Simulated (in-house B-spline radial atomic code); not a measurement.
BLYP excitations of the selenium ion Se⁴⁺

Method: BLYP. Computed with a B-spline radial code for spherical atoms: linear response of the closed shell [Ar] 3d10 4s2 with the functional's adiabatic kernel; non-relativistic, point nucleus, no spin-orbit coupling, no double excitations, S, P, D and F terms only; shells from n = 2 respond. Only terms of natural parity with L up to 3 were computed.

Without relativity these are model numbers for so heavy an element.

Command:
```bash
python run_td.py task.json out
```
Settings (radii: box in bohr, nucleus in fm):
```
Z                        34
electrons                30
configuration            [Ar] 3d10 4s2
hamiltonian              nr
method                   b88,lyp
box_radius               19.1
intervals                54
```

Time taken, with all properties: 0.5 s on 1 thread of Intel(R) Xeon(R) 6975P-C (Granite Rapids), with other jobs on the host.

The lowest states, in the order of their Tamm-Dancoff energies; the method's threshold (minus the highest occupied level) is 60.92 eV. Labels give the largest channel, * marks a mixed state, and oscillator strengths are full-response dipole values. Semilocal kernels can invert the small singlet-triplet splittings of Rydberg terms. Energies in eV:

```
     state  full response  Tamm-Dancoff  oscillator strength
4s → 4p 3P         11.053        11.191                    -
4s → 4p 1P              ?             ?                    ?
4s → 4d 3D         29.861        29.907                    -
4s → 4d 1D          31.62         31.64                    -
4s → 5s 3S          34.53         34.53                    -
4s → 5s 1S          35.54         35.58                    -
4s → 5p 3P              ?             ?                    -
4s → 5p 1P          39.34         39.39               0.0486
4s → 4f 3F          43.28         43.30                    -
4s → 4f 1F          43.75         43.75                    -
4s → 5d 3D          45.42         45.43                    -
4s → 5d 1D          45.74         45.75                    -
4s → 6s 3S          46.72         46.72                    -
4s → 6s 1S          47.03         47.04                    -
4s → 6p 3P          48.53         48.53                    -
4s → 6p 1P          48.71         48.72               0.0258
```

Problem. Where does 4s → 5p 3P lie?

Solution. At 38.86 eV in full response, 38.87 eV in Tamm-Dancoff.

Problem. Where does 4s → 4p 1P lie?

Solution. At 16.134 eV in full response, 16.842 eV in Tamm-Dancoff, oscillator strength 1.56.

Problem. How large is the singlet-triplet splitting of 4s → 4p (P terms) in Tamm-Dancoff?

Solution. 5.65 eV, from the unrounded values.

Problem. What polarisabilities and dispersion coefficient does the method give?

Solution. Dipole 4.935 bohr³, quadrupole 8.655 bohr⁵, C6 12.89 hartree·bohr⁶ for two such species.
